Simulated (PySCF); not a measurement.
Several structures and their simulated spectra, in scrambled order.

A. `C(C1=C(C)C=NN=N1)=O`
B. `Cc1nncc(C=O)n1`
C. `Cc1nnncc1C=O`

Spectrum 1. $^{1}$H NMR (500 MHz, computed): δ 10.56 (s, 1H), 9.73 (s, 1H), 3.26 (s, 3H). $^{13}$C{$^{1}$H} NMR (computed): δ 205.3 (CH), 171.7 (C), 144.3 (CH), 142.8 (C), 25.9 (CH3).

Spectrum 2. $^{1}$H NMR (500 MHz, computed): δ 10.88 (s, 1H), 9.48 (s, 1H), 2.83 (s, 3H). $^{13}$C{$^{1}$H} NMR (computed): δ 206.3 (CH), 158.0 (CH), 150.3 (C), 136.6 (C), 19.6 (CH3).

Spectrum 3. $^{1}$H NMR (500 MHz, computed): δ 10.62 (s, 1H), 8.99 (s, 1H), 3.34 (s, 3H). $^{13}$C{$^{1}$H} NMR (computed): δ 201.6 (CH), 159.1 (C), 151.5 (CH), 120.5 (C), 26.4 (CH3).

Isolated molecule, a single conformation, non-relativistic, one averaged value for each set of equivalent atoms. GIAO PBE0/pcSseg-1 shieldings; geometry: GFN2-xTB; PySCF 2.14.0 with density-fitted response routines.

References, each an isolated molecule treated in the same way: $^{1}$H (σref 31.72), $^{13}$C (σref 186.93) against TMS. Where no couplings were computed, multiplicities follow the n + 1 count of equivalent neighbours, and m marks all less simple cases (inequivalent or close neighbours, rings, F or P nearby). Shifts are as computed. Against solution values, carbons near 30 ppm lie about +3 ppm off and those near 130 ppm about +5 ppm. Of 1211 compounds with measured shifts, 218 miss one by over three times the rms of a fit or turn the order of signals round; such compounds aren't used in these exercises.

Q: Which spectrum belongs to which compound?

A: 1–B, 2–A, 3–C.

- Spectrum 1 (B): 5 $^{13}$C signals; δC 205.3 is an aldehyde carbonyl carbon; δC 144.3 is an aromatic CH next to a ring nitrogen.
- Spectrum 2 (A): 5 $^{13}$C signals; δC 206.3 is an aldehyde carbonyl carbon; δC 158.0 is an aromatic CH next to a ring nitrogen.
- Spectrum 3 (C): 5 $^{13}$C signals; δC 201.6 is an aldehyde carbonyl carbon; δC 151.5 is an aromatic CH next to a ring nitrogen.
